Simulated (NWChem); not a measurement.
# bithiophene (C₈H₆S₂); SMILES c1csc(-c2cccs2)c1

Computed with NWChem. B3LYP is NWChem's, with the RPA form of VWN correlation. Each level has its own optimisation. Brackets give each atom's bonded neighbours. One conformer.

```csv
level,r C–C [C(CCH)–C(CHS)] (Å),r C–C [C(CCH)–C(CCH)] (Å),r C–H [C(CCH)–H(C)] (Å),r C–S [C(CHS)–S(CC)] (Å)
B3LYP/3-21G,1.359,1.433,1.081,1.805
Hartree-Fock/3-21G,1.335,1.442,1.069,1.796
PBE0/def2-SVP,1.370,1.419,1.091,1.717
```
